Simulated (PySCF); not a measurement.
C2H7GaO, SMILES CC[O][GaH2]. Atoms are numbered in the order given.

```xyz
11

Ga    -0.1236    -1.0885     0.0000
H      0.7343    -2.3882     0.0000
H     -1.6807    -0.9465     0.0000
O      0.9207     0.3627     0.0000
C      0.6396     1.7454     0.0000
C     -0.8380     2.1131     0.0000
H      1.1293     2.1922     0.8859
H      1.1293     2.1922    -0.8859
H     -1.3503     1.7161     0.8919
H     -0.9565     3.2087     0.0000
H     -1.3503     1.7161    -0.8919
```
Charge 0, spin multiplicity 1.

Geometry: TPSSh-D3(BJ)/def2-SVP. One conformer was computed; it need not be the lowest.

All values below come from HF/def2-TZVP in PySCF.

ESP charges are fitted to the potential on shells at 1.4 to 2.0 van der Waals radii. Atomic charges (e):

| atom | ESP fit | Mulliken | Löwdin |
|---|---|---|---|
| Ga1 | ___ | 0.56 | 0.38 |
| H2 | ___ | -0.10 | -0.12 |
| H3 | ___ | -0.11 | -0.12 |
| O4 | -0.71 | -0.57 | -0.06 |
| C5 | ___ | 0.09 | -0.34 |
| C6 | -0.36 | -0.33 | -0.30 |
| H7 | -0.06 | 0.07 | 0.11 |
| H8 | -0.06 | 0.07 | 0.11 |
| H9 | 0.09 | 0.10 | 0.11 |
| H10 | 0.06 | 0.11 | 0.12 |
| H11 | 0.09 | 0.10 | 0.11 |

Task: What belongs in the gaps? (The exact figures need the calculation; the answer reports its results.)

Result: 
- Ga1, ESP fit: 0.97
- H2, ESP fit: -0.27
- H3, ESP fit: -0.29
- C5, ESP fit: 0.55
